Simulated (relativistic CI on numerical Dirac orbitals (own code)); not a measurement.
Calculated at this level of theory: Dirac-Coulomb-Breit CI, KLI orbitals optimised for each configuration, model QED (radiative potential, 1s self-energy scaled to tabulated hydrogen-like ionisation energies), unscaled Slater integrals (own radial code, finite nucleus).

The strongest absorption lines from the ground level of an ion, among the configurations computed and to levels below about 301 eV (vacuum wavelength in nm, gf): 5.1716 (8e-07), 7.1254 (0.16), 7.2425 (0.041), 9.1105 (3.6e-05), 9.6136 (1.5e-06), 9.8868 (0.00014), 29.278 (1.4), 42.607 (0.031).

(1) Which ion is it?
A. Ru XV
B. Cd XIX
C. Mo XIII
D. Ru XIII

## Answers

(1) A. Ru XV has 30 electrons and the ground level 4s2 1S_0; the strongest line goes to 4s.4p 1P°_1. The pattern of lines fixes the number of electrons, and along that sequence the line energies rise steadily with the charge (about as its square where n changes within one kind of shell, about linearly where n is kept but much faster in heavy ions where fine structure, which grows about as Z⁴, sets the gap, and irregularly where shells cross), which fixes Z. Configurations outside the model, such as inner-shell arrays, can give stronger lines. At this charge energies of transitions that change n are usually good to better than 1 %, and those within a shell (Δn = 0) to a few per cent.

LS names give the leading component of a level, which can be under half, so a name can repeat, a term be missing and a line seem to break the LS rules.
